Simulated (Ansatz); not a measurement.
Ansatz results at the PBE0-D4/def2-TZVP geometry: HOMO–LUMO gap (PBE0/def2-TZVPP) 7.74 eV; LUMO energy (PBE/def2-TZVPP) -0.23 eV; LUMO energy (PBE0/def2-TZVPP) 0.61 eV.

Each molecule was computed in one conformer, which needn't be the lowest.

Question: Which molecule gave them?
A. `B[SiH2]OCC`
B. `F[Si@H]1[GeH2][C@@H]1Cl`
C. `[CH3][Al]([F])[BH]O`
D. `N[Si@@H]1N[C@@]1(O)F`

Answer: D. The others give `[CH3][Al]([F])[BH]O`: 5.56, -2.34, -1.45; `B[SiH2]OCC`: 5.21, -3.42, -2.41; `F[Si@H]1[GeH2][C@@H]1Cl`: 5.99, -1.93, -1.05.
